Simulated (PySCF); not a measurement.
Dipole response of As²⁺ (arsenic, charge +2)

[Ar] 3d10 4s2 4p1, 2P determinant. All numbers are calculated (PySCF 2.14, scalar relativity by spin-free X2C-1e, in x2c-TZVPPall with one added diffuse shell each of s, p, d type (7s6p5d1f, 57 functions)). Coupled (time-dependent) response in atomic units; α is the mean over directions.

```csv
method,mean α (bohr³),"α xx, yy, zz",C₆ (like pair),S(−4)
UHF,10.85,"10.88, 10.78, 10.88",47.48,41.20
PBE,10.11,"9.974, 10.38, 9.974",43.14,35.23
PBE0,10.26,"10.19, 10.40, 10.19",44.00,36.31
PBEsol,10.06,"9.937, 10.32, 9.937",42.86,34.95
BHandHLYP,10.25,"10.19, 10.38, 10.19",43.91,36.26
```

S(−4) is the Cauchy moment in α(ω) = α(0) + S(−4) ω² + …

Spin-orbit coupling is absent.

α(iu) at PBE0:

| u (hartree) | α(iu) (bohr³) |
| --- | --- |
| 0 | 10.26 |
| 0.0500 | 10.17 |
| 0.100 | 9.910 |
| 0.200 | 8.998 |
| 0.300 | 7.819 |
| 0.500 | 5.569 |
| 0.750 | 3.647 |
| 1.00 | 2.519 |
| 1.50 | 1.408 |
| 2.00 | 0.9113 |
| 3.00 | 0.4839 |
| 5.00 | 0.2099 |

For an ion, C₆ is the dispersion term alone; charge-induced terms of lower order in 1/R come first.

The components differ because the open shell of this determinant is not spherical; for a pure term their mean is the scalar polarisability.
